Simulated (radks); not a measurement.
The numbers below are computed, except where a source is named.
Question: These are the eigenvalues of the occupied orbitals of an atom or ion with whole-number occupations (eV). Level of theory: scalar-relativistic Kohn-Sham, Wu-Cohen GGA, spin-polarised, spherical densities, finite nucleus; Fermi nuclear charge, rms radius of each element as measured or else 0.836 A^(1/3) + 0.57 fm (a radial shooting solver on a logarithmic mesh with Libxc functionals).

orbital  eigenvalue
1s down   -78407.44
1s up     -78407.43
2s up     -13789.38
2s down   -13789.24
2p up     -11958.29
2p down   -11958.18
3s up     -3252.239
3s down   -3252.186
3p up     -2718.688
3p down   -2718.629
3d up     -2138.547
3d down   -2138.450
4s up     -712.3297
4s down   -712.1929
4p up     -537.2521
4p down   -537.1216
4d up     -324.2495
4d down   -324.0976
5s up     -119.5688
5s down   -118.6147
4f up      -87.6127
4f down    -87.3889
5p up      -73.7848
5p down    -72.6077
5d up      -22.8911
5d down    -21.5578
5f up       -2.5978

Which element is it, and in what charge state? The configuration may be excited. Open shells, if any, are filled with parallel spins first.

Answer: Z = 78, platinum, charge +1: Pt+ in [Xe] 4f14 5d8 5f1. The list shows which subshells hold electrons but not how many an open one holds; the 1s level, -2881.4 hartree, gives Z - s = 75.9 by -(Z - s)^2/2, which with screening and relativity narrows Z to a few neighbours, and the depths of the outer levels then fix element, charge and occupations together.
